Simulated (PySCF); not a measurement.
# Adding and removing an electron: ICl

RHF-CCSD; PySCF, scalar-relativistic core potentials, basis sets I cc-pVDZ-PP with ECP28, Cl cc-pV(D+d)Z. Neutral (RHF): singlet (closed shell), Re = 2.380 Å, ωe = 366 cm⁻¹, De = 1.62 eV.

ICl⁺ (UHF): doublet (π ↑), Re = 2.293 Å, ωe = 408 cm⁻¹, De = 1.63 eV to I⁺ + Cl. The energies at the minima are -754.41985 hartree for ICl and -754.05073 for ICl⁺.

**Question.** Work out the adiabatic ionisation energy, without and with harmonic zero-point energies (1 hartree = 27.2114 eV, 1 eV = 8065.5 cm⁻¹), and the change of the bond length.

**Answer.** At CCSD: 0.36912 hartree = 10.044 eV between the minima; the zero-point term (408.0 − 366.0)/2 cm⁻¹ = +0.003 eV makes it 10.047 eV. Re changes by -8.7 pm against the neutral. The electron leaves a π orbital, and the shorter bond of the ion fits an antibonding orbital, or a change in how ionic the bond is.

Correlated steps freeze 9 core orbitals. Correlated levels converge slowly with the basis: in double zeta they bind strong bonds too weakly, by up to about 1 eV, and carry superposition errors of some tenths. These are scalar-relativistic numbers at best; spin–orbit coupling would shift them, the dissociation energy most. For an ion De counts to the pair picked by the measured ionisation energies or electron affinities, which need not be the lowest pair at this level. Where the molecule has an RHF reference, its open-shell atoms are computed with UHF. States were picked by a PBE0 search and need not be the measured ground states.

Neutral and ion stand on different kinds of reference determinant, which adds to the error of the difference.
